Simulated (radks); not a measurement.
Results of a calculation; reference values are marked as such.
Problem. Valence configurations of Ir3+ (all share [Xe]). Level of theory: Dirac Kohn-Sham, PBE, spin-unpolarised, spherical densities, finite nucleus; open shells are shared between the two j in proportion to 2j + 1; Fermi nuclear charge, rms radius 5.4032 fm (a radial shooting solver on a logarithmic mesh with Libxc functionals). Order these by energy: 4f14 5d6; 4f12 5d6 6p2; 4f13.5 5d6 6s0.5; 4f13 5d6 6p1; 4f14 5d5.5 6s0.5; 4f14 5d4 6s1 6p1; 4f14 5d5 6p1; 4f14 5d4 6s2; 4f13 5d5 6s1 6p1; 4f14 5d5 6s1.

Solution. From the lowest, in eV above it: 4f14 5d6 0.000; 4f14 5d5.5 6s0.5 2.888; 4f14 5d5 6s1 6.084; 4f14 5d4 6s2 13.423; 4f14 5d5 6p1 15.177; 4f14 5d4 6s1 6p1 22.923; 4f13.5 5d6 6s0.5 32.788; 4f13 5d6 6p1 78.194; 4f13 5d5 6s1 6p1 87.348; 4f12 5d6 6p2 171.42. NIST lists [Xe] 4f14 5d6 as the ground configuration; this level of theory agrees among the configurations tried. The energies are those of spherical spin-averaged densities, not of single terms.
